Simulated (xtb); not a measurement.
CH3Cl3Si, charge -1, sextet, geometry from GFN2-xTB of the parent state (a state made from the parent by changing its charge; the spin is typed, not shown lowest); GFN1-xTB (xtb 6.7.1).

xtb was given this input:
```
$ xtb mol.xyz --gfn 1 --chrg -1 --uhf 5 --json

# file mol.xyz
8

C     -1.88086609    -0.24439940     0.19810488
Si    -0.03103582     0.22941078     0.24173562
Cl     0.94280005    -0.93243123    -1.17927851
Cl    -0.31054700     2.07327251    -1.15476151
Cl     0.45531735    -1.18432133     2.03091734
H     -2.02275001    -1.28867211     0.46708769
H     -2.44430575     0.35993545     0.90406427
H     -2.30194304    -0.07745725    -0.79099435
```

What does xtb print? Leave out banner, timings and long lists.


```
   ID    Z sym.   atoms
    1    6 C      1
    2   14 Si     2
    3   17 Cl     3-5
    4    1 H      6-8

           -------------------------------------------------
          |                Calculation Setup                |
           -------------------------------------------------

           -------------------------------------------------
          |                 G F N 1 - x T B                 |
           -------------------------------------------------

          ...................................................
          :                      SETUP                      :
          :.................................................:
          :  # basis functions                  50          :
          :  # atomic orbitals                  46          :
          :  # shells                           20          :
          :  # electrons                        33          :
          :  # halogen bonds                     0          :
          :  max. iterations                   250          :
          :  Hamiltonian                  GFN1-xTB          :
          :  restarted?                      false          :
          :  GBSA solvation                  false          :
          :  PC potential                    false          :
          :  electronic temp.          300.0000000     K    :
          :  accuracy                    1.0000000          :
          :  -> integral cutoff          0.2500000E+02      :
          :  -> integral neglect         0.1000000E-07      :
          :  -> SCF convergence          0.1000000E-05 Eh   :
          :  -> wf. convergence          0.2000000E-04 e    :
          :  Broyden damping             0.4000000          :
          :  net charge                         -1          :
          :  unpaired electrons                  5          :
          ...................................................

 iter      E             dE          RMSdq      gap      omega  full diag
   1    -18.1264157 -0.181264E+02  0.671E+00    0.10       0.0  T
   2    -18.0763414  0.500743E-01  0.414E+00    0.28       1.0  T
   3    -17.8594465  0.216895E+00  0.509E+00    1.03       1.0  T
   4    -18.1176207 -0.258174E+00  0.164E+00    0.42       1.0  T
   5    -18.1443483 -0.267276E-01  0.151E+00    0.23       1.0  T
   6    -18.1586979 -0.143496E-01  0.796E-01    0.08       1.0  T
   7    -18.1587180 -0.201615E-04  0.788E-01    0.08       1.0  T
   8    -18.1586911  0.268844E-04  0.791E-01    0.08       1.0  T
   9    -18.1619778 -0.328670E-02  0.529E-01    0.06       1.0  T
  10    -18.1620306 -0.527215E-04  0.808E-01    0.13       1.0  T
  11    -18.1610680  0.962526E-03  0.586E-01    0.06       1.0  T
  12    -18.1625064 -0.143831E-02  0.429E-01    0.03       1.0  T
  13    -18.1663639 -0.385752E-02  0.695E-01    0.11       1.0  T
  14    -18.1666176 -0.253696E-03  0.703E-01    0.11       1.0  T
  15    -18.1529929  0.136247E-01  0.137E+00    0.10       1.0  T
  16    -18.1364408  0.165520E-01  0.340E+00    0.50       1.0  T
  17    -18.1270649  0.937589E-02  0.712E+00    1.03       1.0  T
  18    -18.1246396  0.242533E-02  0.710E+00    1.03       1.0  T
  19    -18.2729329 -0.148293E+00  0.840E+00    1.15       1.0  T
  20    -18.1852659  0.876670E-01  0.774E+00    1.09       1.0  T
  21    -18.2083796 -0.231138E-01  0.786E+00    1.10       1.0  T
  22    -19.2958576 -0.108748E+01  0.118E+01    1.38       1.0  T
  23    -18.4800043  0.815853E+00  0.934E+00    1.21       1.0  T
  24    -20.1952514 -0.171525E+01  0.134E+01    1.44       1.0  T
  25    -19.3851159  0.810135E+00  0.119E+01    1.37       1.0  T
  26    -21.5498934 -0.216478E+01  0.151E+01    1.47       1.0  T
  27    -24.8826446 -0.333275E+01  0.181E+01    1.48       1.0  T
  28    -24.6790157  0.203629E+00  0.179E+01    1.48       1.0  T
  29    -24.8720070 -0.192991E+00  0.181E+01    1.46       1.0  T
  30    -54.8428802 -0.299709E+02  0.299E+01    1.29       1.0  T
[...]
 220    -16.6866437  0.499631E+02  0.145E+01    0.22       1.0  T
 221    -32.5883320 -0.159017E+02  0.262E+01    0.25       1.0  T
 222    -18.2771244  0.143112E+02  0.162E+01    0.34       1.0  T
 223    -31.9299233 -0.136528E+02  0.257E+01    0.31       1.0  T
 224    -52.0748343 -0.201449E+02  0.325E+01    0.08       1.0  T
 225    -57.5131976 -0.543836E+01  0.340E+01    0.10       1.0  T
 226    -60.7811848 -0.326799E+01  0.349E+01    0.09       1.0  T
 227    -59.4264264  0.135476E+01  0.346E+01    0.12       1.0  T
 228    -64.4351435 -0.500872E+01  0.357E+01    0.12       1.0  T
 229    -57.2276726  0.720747E+01  0.342E+01    0.16       1.0  T
 230    -64.6274073 -0.739973E+01  0.358E+01    0.14       1.0  T
 231    -59.8136216  0.481379E+01  0.348E+01    0.15       1.0  T
 232    -65.0541537 -0.524053E+01  0.359E+01    0.15       1.0  T
 233    -62.2097035  0.284445E+01  0.354E+01    0.15       1.0  T
 234    -65.9486284 -0.373892E+01  0.362E+01    0.15       1.0  T
 235    -65.0381819  0.910446E+00  0.360E+01    0.15       1.0  T
 236    -65.6731588 -0.634977E+00  0.361E+01    0.15       1.0  T
 237    -65.8497144 -0.176556E+00  0.362E+01    0.15       1.0  T
 238    -56.5592182  0.929050E+01  0.341E+01    0.15       1.0  T
 239    -52.1046562  0.445456E+01  0.327E+01    0.13       1.0  T
 240    -32.4858006  0.196189E+02  0.264E+01    0.24       1.0  T
 241    -18.6032285  0.138826E+02  0.166E+01    0.34       1.0  T
 242    -29.4873473 -0.108841E+02  0.238E+01    0.09       1.0  T
 243    -17.7454574  0.117419E+02  0.130E+01    0.27       1.0  T
 244    -30.8928059 -0.131473E+02  0.238E+01    0.30       1.0  T
 245    -17.6141040  0.132787E+02  0.948E+00    0.23       1.0  T
 246    -45.9935303 -0.283794E+02  0.288E+01    0.64       1.0  T
 247    -17.8372994  0.281562E+02  0.123E+01    0.10       1.0  T
 248    -29.7813986 -0.119441E+02  0.226E+01    0.91       1.0  T
 249    -17.8057955  0.119756E+02  0.947E+00    0.20       1.0  T
 250    -38.2142203 -0.204084E+02  0.260E+01    1.29       1.0  T

   *** convergence criteria cannot be satisfied within 250 iterations ***

         #    Occupation            Energy/Eh            Energy/eV
      -------------------------------------------------------------
         1        2.0000           -0.9251299             -25.1741
       ...           ...                  ...                  ...
        13        2.0000           -0.4400055             -11.9732
        14        2.0000           -0.4251323             -11.5684
        15        1.0000           -0.3842167             -10.4551
        16        1.0000           -0.3732076             -10.1555
        17        1.0000           -0.3720132             -10.1230
        18        1.0000           -0.3040231              -8.2729
        19        1.0000           -0.2072766              -5.6403 (HOMO)
        20                         -0.1597424              -4.3468 (LUMO)
        21                         -0.1559022              -4.2423
        22                         -0.1229661              -3.3461
        23                         -0.0842477              -2.2925
ERROR STOP

Error termination. Backtrace:
        24                          0.0257019               0.6994
       ...                                ...                  ...
        46                          0.6756343              18.3849
      -------------------------------------------------------------
                  HL-Gap            0.0475342 Eh            1.2935 eV
             Fermi-level           -0.2940961 Eh           -8.0028 eV

########################################################################
[ERROR] Program stopped due to fatal error
-3- Single point calculation terminated
-2- xtb_calculator_singlepoint: Electronic structure method terminated
-1- scf: Self consistent charge iterator did not converge
########################################################################

abnormal termination of xtb
```

Convergence was not reached.
